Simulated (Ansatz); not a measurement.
Geometry optimisation, Ansatz, RKS B3LYP/def2-SVP.

The input (input.yaml):

```yaml
crystal:
  periodic: [false, false, false]
  atoms:
    - { symbol: Zr, position_ang: [0.510048, -0.250595, -0.444156] }
    - { symbol: O, position_ang: [-0.609275, -0.312754, 2.612194] }
    - { symbol: H, position_ang: [-1.215376, -1.023759, 2.861287] }
    - { symbol: Cl, position_ang: [1.909526, -0.354679, -2.314706] }
    - { symbol: Cl, position_ang: [-0.204518, 1.976103, -0.326595] }
    - { symbol: Cl, position_ang: [-1.252157, -1.747977, -0.851004] }
    - { symbol: F, position_ang: [1.628548, -0.82788, 1.046209] }
    - { symbol: H, position_ang: [0.286304, -0.71616, 2.686671] }
basis:
  gaussian: { orbitals: def2-SVP }
hamiltonian:
  xc: b3lyp
relax:
  f_tol: 0.03
  max_steps: 50
```

Launched with:

```bash
$ ansatz run input.yaml --threads 4 --pin off --max-ram 5120MiB --backend cpu --events-out ev --progress --plain --runs-dir out
```

Problem. Where does it end, and by what steps?

Solution. The forces met the threshold. After 11 steps the energy has fallen by 0.496 eV; H3 moved furthest, 0.65 Å. Joined: Zr1–O2 (3.26 → 2.38 Å).

| step | energy less start (eV) | largest force component (eV/Å) | accepted |
| --- | --- | --- | --- |
| 0 | 0.0000 | 1.091 | yes |
| 1 | -0.1062 | 1.158 | yes |
| 2 | -0.2816 | 1.215 | yes |
| 3 | -0.4287 | 0.800 | yes |
| 4 | -0.4712 | 0.661 | yes |
| 5 | -0.4842 | 0.528 | yes |
| 6 | -0.4920 | 0.216 | yes |
| 7 | -0.4939 | 0.041 | yes |
| 8 | -0.4948 | 0.050 | yes |
| 9 | -0.4955 | 0.142 | yes |
| 10 | -0.4961 | 0.059 | yes |
| 11 | -0.4963 | 0.026 | yes |

```xyz
8
Properties=species:S:1:pos:R:3
Zr 0.475 -0.247 -0.100
O -0.442 -0.450 2.084
H -1.254 -0.963 2.212
Cl 1.617 -0.468 -2.152
Cl -0.154 2.026 -0.103
Cl -1.326 -1.773 -0.497
F 1.941 -0.666 1.063
H 0.196 -0.717 2.763
```

Whether the end is a true minimum wasn't checked by a vibrational analysis.

Time of the run: 41 s on 4 threads of Intel(R) Xeon(R) Platinum 8259CL CPU @ 2.50GHz (Skylake/Cascade Lake) (shared host), peak memory 0.37 GiB.
